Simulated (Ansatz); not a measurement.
`CO[SiH2]F` + `C/C=C/C` → `C/C=C/CC` + `O[SiH2]F` at 298.15 K and 1 bar (formal exchange of groups at a C–O bond).

Gas-phase electronic energies from Ansatz, PBE0-D4/def2-TZVP geometries. CCSD(T)/CBS adds triple-zeta CCSD(T) − MP2 to the extrapolated MP2 energy (def2 sets, frozen cores). Double bonds are as drawn, so ΔE can hold a change between cis and trans. One conformer a species, not always the lowest.

```
    species  CCSD(T)/CBS energy (Eh)  H − E (kJ/mol)  S (J/(mol·K))
`CO[SiH2]F`               -505.20189           182.6          318.6
  `C/C=C/C`               -157.01041           300.2          291.9
 `C/C=C/CC`               -196.27115           378.9          330.1
 `O[SiH2]F`               -465.96250           103.4          276.2
```

H − E and S are ideal-gas, rigid-rotor, harmonic terms from PBE0-D4/def2-TZVP, for one conformer and one mirror image of each species. 1 Eh = 2625.50 kJ/mol, R = 8.31446 J/(mol·K).

**Question.** By hand: ΔE, ΔH, ΔS and ΔG.

**Answer.** ΔE = (-196.27115) + (-465.96250) − (-505.20189) − (-157.01041) = -0.02135 Eh = -56.1 kJ/mol. Δ(H − E) = 378.9 + 103.4 − 182.6 − 300.2 = -0.5, so ΔH = -56.6 kJ/mol. ΔS = 330.1 + 276.2 − 318.6 − 291.9 = -4.2 J/(mol·K). ΔG = -56.6 − 298.15 × (-4.2)/1000 = -55.3 kJ/mol.

**Question.** By hand: the equilibrium constant, and the temperature at which ΔG would vanish if ΔH and ΔS stayed fixed.

**Answer.** log₁₀ K = −ΔG/(RT ln 10) = 9.7. ΔG = 0 at ΔH/ΔS = 13476 K, far beyond where these terms or the molecules hold.

The number of gas molecules stays the same, so ΔS is small and ΔH decides. A doubt of 5 kJ/mol in ΔE shifts log₁₀ K by 0.9 here. Other conformers and mirror images would add mixing entropy, several J/(mol·K) or more a flexible species. These are equilibria of isolated gas molecules and say nothing of rates. Largest T1 diagnostic: 0.011 (customary marks: 0.02 for closed shells, 0.045 for open ones).
